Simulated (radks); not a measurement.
Neutral bismuth, [Hg] 6p3. Calculated with a radial shooting solver on a logarithmic mesh with Libxc functionals: non-relativistic Kohn-Sham, exchange-only B88, spin-polarised, spherical densities, point nucleus. Every spin shell is full or empty, so the densities are truly spherical. Functionals are evaluated on that one density, not self-consistently. Rank these orbital-free kinetic functionals by their error against the exact value of the orbitals, and give that value: Thomas-Fermi, TF + vW, TF + vW/9, TF + vW/5, LC94, APBEK, Thakkar, Pearson, PG1, DePristo-Kress.

Answer. Exact: 20095.7 hartree. From best to worst, with 100 (|E| - |E exact|)/|E exact| (equal figures are ties): LC94 +0.03, APBEK +0.05, DePristo-Kress -0.19, TF + vW/9 -0.67, Thakkar -0.78, Pearson -0.82, TF + vW/5 +2.44, Thomas-Fermi -4.55, PG1 +12.23, TF + vW +30.41.
